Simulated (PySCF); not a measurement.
**`CO[C@@](F)(CF)OC=O`, C$_{4}$H$_{6}$F$_{2}$O$_{3}$**

Geometry:
| atom | x (Å) | y (Å) | z (Å) |
| --- | --- | --- | --- |
| C1 | -1.667 | 1.538 | 0.157 |
| O2 | -1.374 | 0.168 | -0.132 |
| C3 | -0.141 | -0.264 | 0.197 |
| F4 | 0.038 | -0.178 | 1.573 |
| C5 | -0.009 | -1.748 | -0.184 |
| F6 | 0.258 | -1.852 | -1.516 |
| O7 | 0.842 | 0.560 | -0.385 |
| C8 | 2.143 | 0.256 | -0.273 |
| O9 | 2.624 | -0.664 | 0.302 |
| H10 | -2.712 | 1.664 | -0.112 |
| H11 | -1.524 | 1.741 | 1.221 |
| H12 | -1.039 | 2.200 | -0.439 |
| H13 | 0.816 | -2.205 | 0.369 |
| H14 | -0.962 | -2.245 | 0.014 |
| H15 | 2.702 | 1.036 | -0.813 |

Computed with PySCF, quadratic response wB97X-D/def2-SVPD first hyperpolarisability, Taylor convention, gas phase. Geometry: GFN2-xTB.

(1) Give the tensor of the second harmonic β(−2ω;ω,ω) at 1550 nm in the axes of these coordinates.

## Answers

(1) In au, Taylor convention; rows are the first index (the induced dipole):
```csv
,xx,yy,zz,xy,xz,yz
x,-38.4,+10.2,+3.1,+12.0,-8.7,+9.9
y,+12.3,-60.0,-22.0,+10.1,+9.9,+3.8
z,-8.7,+3.8,-5.5,+9.9,+3.1,-22.1
```
Norm of βᵢ = ⅓ Σⱼ (βᵢⱼⱼ + βⱼᵢⱼ + βⱼⱼᵢ): 75.1 au, hyper-Rayleigh value 34.8 au.
